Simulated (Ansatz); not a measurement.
`B[SiH](C)CF` + `[CH3][AlH][AlH][F]` → `C[SiH](F)CF` + `[BH2][AlH][AlH][CH3]`  (redistribution)

Isolated molecules relaxed with PBE0-D4/def2-TZVP in Ansatz; ΔE leaves out vibrations. CBS: MP2 limit from def2 TZ/QZ plus the TZ coupled-cluster correction, frozen cores. Functionals use def2-TZVPP. B3LYP here is the variant with VWN-RPA as its local correlation; programs differ in this. Each species was taken in one conformer, which may not be the lowest.

Question: Is it downhill or uphill in electronic energy at CCSD(T)/CBS, and by how much? (Best estimate.)

Answer: Ansatz gave: Uphill: ΔE = +12.2 kcal/mol.

Question: What do these levels give: B3LYP-D4, ωB97X-V, PBE, r2SCAN, PBE0, B3LYP, HF/def2-TZVPP, MP2/def2-TZVPP, SCS-MP2/def2-TZVPP, HF/def2-QZVPP, HF/CBS(def2), MP2/CBS(def2)? (Estimate.)

Answer: Ansatz gave: B3LYP-D4 12.1, ωB97X-V 12.2, PBE 10.9, r2SCAN 10.5, PBE0 10.9, B3LYP 11.6, HF/def2-TZVPP 10.4, MP2/def2-TZVPP 13.1, SCS-MP2/def2-TZVPP 12.7, HF/def2-QZVPP 10.6, HF/CBS(def2) 10.6, MP2/CBS(def2) 13.5 kcal/mol.

Largest T1 diagnostic among the species: 0.013.

In def2-TZVPP, CCSD(T) changes the Hartree–Fock value by +1.3 kcal/mol (the triples alone add +0.1 kcal/mol) and MP2 by +2.6 kcal/mol.
